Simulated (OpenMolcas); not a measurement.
**2s2 2p3 along the 7-electron sequence**

```json
{
 "Program": "OpenMolcas 26.06",
 "Method": "XMS-CASPT2, IPEA 0.25 Eh, imaginary shift 0.1 Eh",
 "Basis": "ANO-RCC-VTZP",
 "Scalar Hamiltonian": "DKH2, point nucleus",
 "Spin-orbit coupling": "RASSI with atomic mean-field integrals over the reference wave functions, term energies averaged over their components"
}
```

Active space for each ion: 3 electrons in 3 orbitals (2p); closed shells correlated by CASPT2: 1s 2s.

Computed levels in cm-1 above 4S* 3/2:

| Level | N | O+ | F2+ |
| --- | --- | --- | --- |
| 2D* 3/2 | 19810 | 27400 | 34870 |
| 2D* 5/2 | 19810 | 27400 | 34880 |
| 2P* 1/2 | 31040 | 43260 | 54880 |
| 2P* 3/2 | 31040 | 43260 | 54900 |
| weight of 4S* in the lowest level (%) | 100 | 100 | 100 |

Measured, with the error of the calculation in %. Measured levels: N, O+ from NIST Handbook of Basic Atomic Spectroscopic Data.

```
  Level             N            O+
2D* 3/2  19233 (+3.0)  26831 (+2.1)
2D* 5/2  19224 (+3.1)  26811 (+2.2)
2P* 1/2  28839 (+7.6)  40470 (+6.9)
2P* 3/2  28839 (+7.6)  40468 (+6.9)
```

2D* 3/2 changes by a factor of 1.76 over the same range, with steps per unit of Z of +7590, +7470 cm-1.

Term energies are means over components that CASPT2 splits; among the terms shown or strongly mixed into the levels shown the widest spread is 1100 cm-1 (2s2 2p3 2D*, N). With the s shell closed, the reference lacks s² → p² mixing. Computed and measured levels are paired by configuration, term and J; levels that our copy of the source lacks, or whose pairing is in doubt (as where it misses far off the trend of its configuration), stay unpaired and out of the deviations. Levels of configurations outside the active space are missing.

* marks odd parity.
